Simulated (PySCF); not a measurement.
**CNO, SMILES `N#C[O]` (charge 0, multiplicity 2)**

The numbers are results of PBE-D3(BJ)/def2-TZVP (PySCF 2.14.0), not measurements.

- highest occupied spin orbital: -7.64 eV
- dipole moment: 0.76 D
- total energy: -167.8968 Ha
- cost: about 21 core-seconds (a rough figure)

```xyz
3

N     -1.1918    -0.3336     0.0000
C      0.0145    -0.0798     0.0000
O      1.1773     0.1647     0.0000
```
Charge 0, spin multiplicity 2.
